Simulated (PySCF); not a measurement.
## Ionisation energy of Cu⁺ by level of theory

Cu⁺ [Ar] 3d10 (1S) → Cu²⁺ [Ar] 3d9 (2D), as a difference of total energies. All numbers are calculated (PySCF 2.14, scalar relativity through the core potential, in aug-cc-pVDZ-PP with ECP10MDF (5s5p4d2f, 54 functions)). Correlated levels: valence: 3s2 3p6 frozen. The calculations carry no spin-orbit coupling.

```tsv
method	ionisation energy (eV)	difference from reference (eV)
UHF	17.176	-3.116
LDA	21.482	+1.190
PBE	20.752	+0.460
PBE0	20.112	-0.180
r2SCAN	20.156	-0.136
BLYP	20.703	+0.411
wB97M-V	20.001	-0.291
revPBE	20.569	+0.277
LC-wPBE	20.479	+0.187
MP2 (valence)	20.733	+0.441
SCS-MP2 (valence)	20.300	+0.008
```

Reference: 20.292 eV (measured; NIST Atomic Spectra Database, ionization energies).

The reference lies between the lowest fine-structure levels, while these numbers refer to the centres of the terms.

Errors of the correlated levels include the incompleteness of this basis and the frozen core.
